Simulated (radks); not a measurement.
Problem. Species: the promethium ion Pm16+. Configuration: [Kr] 4d9. Calculated with a radial shooting solver on a logarithmic mesh with Libxc functionals: scalar-relativistic Kohn-Sham, r2SCAN, spin-polarised, spherical densities, finite nucleus; open shells are filled with parallel spins first (spin-orbit coupling, left out, can overturn this in heavy ions); meta-GGA in the generalised Kohn-Sham scheme; Fermi nuclear charge, rms radius 4.962 fm. Some entries of the table are withheld. Estimate them.

| orbital | occ. | eigenvalue (eV) | r(max) (bohr) |
|---|---|---|---|
| 1s up | 1 | -45445.67 | 0.01479 |
| 1s down | 1 | -45445.67 | 0.01479 |
| 2s up | 1 | -7708.401 | 0.08376 |
| 2s down | 1 | -7707.509 | 0.08376 |
| 2p up | 3 | -6918.471 | 0.06763 |
| 2p down | 3 | -6917.789 | 0.06762 |
| 3s up | 1 | -1966.632 | 0.2382 |
| 3s down | 1 | -1966.454 | 0.2382 |
| 3p up | 3 | -1717.275 | 0.2334 |
| 3p down | 3 | -1717.003 | 0.2335 |
| 3d up | 5 | -1376.236 | 0.1919 |
| 3d down | 5 | -1375.611 | 0.1920 |
| 4s up | 1 | -659.5137 | (1) |
| 4s down | 1 | -657.4811 | (2) |
| 4p up | 3 | -574.1935 | 0.5651 |
| 4p down | 3 | -572.1818 | 0.5651 |
| 4d up | 5 | -452.6872 | 0.5811 |
| 4d down | 4 | -450.6987 | 0.5812 |

Solution. 
(1) 4s up r(max) (bohr): 0.5447
(2) 4s down r(max) (bohr): 0.5447
